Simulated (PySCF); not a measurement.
Isomers of C8H16BN. Computed with PBE0-D3(BJ)/def2-SVP geometry optimisation, gas phase in PySCF. One conformer each; no zero-point energy, no entropy. No frequencies were run at this level. Point groups hold within 0.08 Å.

**Question.** Rank from lowest to highest electronic energy at this level (kcal/mol).
A. `[CH3:1][C:2]#[C:3][C@H:4]1[CH2:5][CH2:6][BH2-:7][N+:8]1([CH3:9])[CH3:10]` with C3–C4–C5–C6 162°, C4–C5–C6–B7 -8°, C5–C6–B7–N8 -18°, C6–B7–N8–C9 157°
B. `[CH3:1][C:2]#[C:3][B@H-:4]1[CH2:5][CH2:6][CH2:7][N+:8]1([CH3:9])[CH3:10]` with C3–B4–C5–C6 94°, B4–C5–C6–C7 -5°, C5–C6–C7–N8 32°, C6–C7–N8–C9 71°

**Answer.** B (0.0), A (14.4).

```json
{"SMILES": "CC#C[B@H-]1CCC[N+]1(C)C", "E (Eh)": "-393.30647", "E rel (kcal/mol)": "0.0", "dipole (D)": "4.25", "point group": "C1", "A, B, C (MHz)": "2055, 858.1, 733.7"}
{"SMILES": "CC#C[C@H]1CC[BH2-][N+]1(C)C", "E (Eh)": "-393.28361", "E rel (kcal/mol)": "14.4", "dipole (D)": "5.18", "point group": "C1", "A, B, C (MHz)": "2231, 845.0, 717.4"}
```
